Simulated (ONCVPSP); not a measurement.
Transferability test, ONCV potential for cadmium

* Element: Cd (Z = 48)
* Generator: ONCVPSP 4.0.1
* Type: optimised norm-conserving Vanderbilt (ONCV)
* Functional: BLYP
* Relativity: scalar-relativistic
* Frozen core: [Kr]
* Valence charge: 12
* Reference configuration: 4d10 5s2
* Partial waves: 5s: rc 2.35 bohr, ncon 4, nbas 8, qcut 2.2 1/bohr, 2 projectors, debl 2.6 Ha; p scattering state at 0.12 Ha: rc 2.10 bohr, ncon 4, nbas 7, qcut 3.2 1/bohr, 3 projectors, debl 2.9 Ha; 4d: rc 1.70 bohr, ncon 4, nbas 8, qcut 10.7 1/bohr, 3 projectors, debl 1.5 Ha
* Local potential: polynomial inside 1.50 bohr (lpopt 5, dvloc0 0 Ha)
* Core correction: Teter function, fcfact 5.5, rcfact 1.65

Energies are relative to the spin-unpolarised reference configuration 4d10 5s2; without spin polarisation the order of configurations can differ from experiment.

```json
{"valence configuration": "4d10 5s1", "charge": "+1", "ΔE all-electron (eV)": "9.319", "error AE − PS (meV)": "-15"}
{"valence configuration": "4d10 5s0", "charge": "+2", "ΔE all-electron (eV)": "26.616", "error AE − PS (meV)": "-96"}
{"valence configuration": "4d9 5s0", "charge": "+3", "ΔE all-electron (eV)": "64.512", "error AE − PS (meV)": "-316"}
```

Q: What are ΔE and the potential's error for 4d9 5s2 5p1?

A: ΔE = 12.488 eV all-electron; the error (AE − PS) is -109 meV.

Levels in the configuration 4d9 5s0:

```json
{"level": "4d", "all-electron (eV)": "-45.694", "pseudo (eV)": "-46.077"}
```

Note: ghosts flagged at negative energy: p at -45.4 eV; GHOST(+) flagged for s at 16.3 eV, p at 264.3 eV. A true bound ghost makes a file unfit for plane-wave use.
